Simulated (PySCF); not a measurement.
FeO4, SMILES [O]=[Fe](=[O])(=[O])=[O], multiplicity 1. Atoms are numbered in the order given.

```xyz
5

Fe     0.0000     0.0000     0.0000
O     -0.8969     0.8969    -0.8969
O      0.8969     0.8969     0.8969
O      0.8969    -0.8969    -0.8969
O     -0.8969    -0.8969     0.8969
```
Charge 0, spin multiplicity 1.

The structure is a stationary point at PBE0-D3(BJ)/def2-SVP. The multiplicity is an assumed one; other spin states were not compared.

Computed with PBE/pcSseg-1 in PySCF.

GIAO shieldings, no solvent; atoms alike by connectivity are averaged. δ = σ(ref) − σ: ¹⁷O against H2O (σ = 334.3 ppm), references at their B3LYP-D3(BJ)/def2-TZVP geometries, non-relativistic.

Q: Estimate the chemical shifts. (Estimate from the structure and the level; the computed values follow.)

A: 
```
nucleus           atoms  count  δ (ppm)
-------  --------------  -----  -------
¹⁷O      O2, O3, O4, O5      4   1420.9
```
